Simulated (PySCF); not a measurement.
**Electron correlation in Fe⁺ (iron, charge +1)**

[Ar] 3d6 4p1, one real determinant (an excited configuration). Calculation: PySCF 2.14, in aug-cc-pVTZ; no relativity, point nucleus. Frozen: [Ar]; 7 electrons correlated.

| level | correlation energy (mhartree) |
| --- | --- |
| CCSD | -142.60 |
| (T) | -3.51 |
| CCSD(T) | -146.11 |

Diagnostics: T1 = 0.011, D1 = 0.0320, largest double amplitude 0.048.

The real determinant used has ⟨L²⟩ near 8 against 12 for a pure F term, so it mixes terms.

Cost of the coupled-cluster step: roughly 40 core-seconds, for 7 correlated electrons.

The reference is one real determinant that mixes LS terms of this configuration.
